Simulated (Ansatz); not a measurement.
Consider the isomerisation: `C[SiH2][Al]1[CH2][SiH2]1` → `C[C@@H]1[AlH][Si@H]1[SiH3]`.

Computed with Ansatz on PBE0-D4/def2-TZVP structures; ΔE is electronic, products minus reactants. CCSD(T)/CBS adds triple-zeta CCSD(T) − MP2 to the extrapolated MP2 energy (def2 sets, frozen cores). Functionals use def2-TZVPP. One conformer a species, not always the lowest.

`C[SiH2][Al]1[CH2][SiH2]1`:

```xyz
14

C    -1.619    2.463    0.510
Si   -1.777    0.622    0.175
Al    0.370   -0.526   -0.092
C     1.155   -2.256   -0.590
Si    2.635   -1.113   -0.163
H    -1.116    2.967   -0.318
H    -2.605    2.916    0.639
H    -1.037    2.643    1.416
H    -2.601    0.394   -1.049
H    -2.495   -0.041    1.305
H     1.104   -2.633   -1.613
H     1.006   -3.086    0.106
H     3.517   -0.800   -1.321
H     3.462   -1.551    0.994
```

`C[C@@H]1[AlH][Si@H]1[SiH3]`:

Cartesian coordinates in Å:
```
C 0.628 1.685 1.233
C -0.330 0.584 0.833
Al -1.310 -0.863 1.692
Si 0.194 -1.038 -0.082
Si 0.059 -1.134 -2.406
H 1.060 2.194 0.365
H 1.461 1.284 1.816
H 0.139 2.445 1.851
H -1.157 0.977 0.207
H -2.306 -1.200 2.875
H 1.538 -1.478 0.406
H -1.259 -0.583 -2.828
H 1.127 -0.336 -3.073
H 0.157 -2.538 -2.889
```

| species | r2SCAN-D4 energy (Eh) |
| --- | --- |
| `C[SiH2][Al]1[CH2][SiH2]1` | -902.92548 |
| `C[C@@H]1[AlH][Si@H]1[SiH3]` | -902.90539 |

Work out ΔE.

ΔE = (-902.90539) − (-902.92548) = 0.02009 Eh = +12.6 kcal/mol. CCSD(T)/CBS gives +12.0 kcal/mol.

Largest T1 diagnostic among the species: 0.013.

In def2-TZVPP, CCSD(T) changes the Hartree–Fock value by −1.2 kcal/mol (the triples alone add −0.4 kcal/mol) and MP2 by −1.9 kcal/mol. The D4 term adds −1.5 kcal/mol with B3LYP and −0.8 kcal/mol with PBE0; it sums over pairs of atoms, weighted by their polarisabilities, and B3LYP, whose exchange is more repulsive, gets the larger term.

B3LYP here is the variant with VWN-RPA as its local correlation; programs differ in this.
